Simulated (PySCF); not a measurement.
Working out the ionisation energy of Ne⁺

Ne⁺ [He] 2s2 2p5 (2P) → Ne²⁺ [He] 2s2 2p4 (3P). Computed with PySCF 2.14 in aug-cc-pVQZ, with no relativity, point nucleus. Frozen: 1s2. Energies in hartree (1 hartree = 27.21139 eV):

```
            part  Ne⁺ (lower)  Ne²⁺ (upper)
             UHF  -127.821200   -126.378158
CCSD correlation    -0.231741     -0.174814
             (T)    -0.003222     -0.001877
```

Task: What does Hartree-Fock give?

Result: (-126.378158) − (-127.821200) = 1.443042 hartree = 39.267 eV.

Task: What do CCSD and CCSD(T) give?

Result: The CCSD correlation energies differ by 0.056927 hartree = 1.549 eV and the triples by 0.001345 hartree = 0.037 eV, so CCSD gives 40.816 eV and CCSD(T) 40.853 eV.

A first-order spin-orbit estimate adds -0.005 eV to CCSD(T) (valence), giving 40.848 eV against 40.963 eV (measured; NIST Atomic Spectra Database, ionization energies).

What remains against the reference includes basis incompleteness, the frozen core and higher excitations.
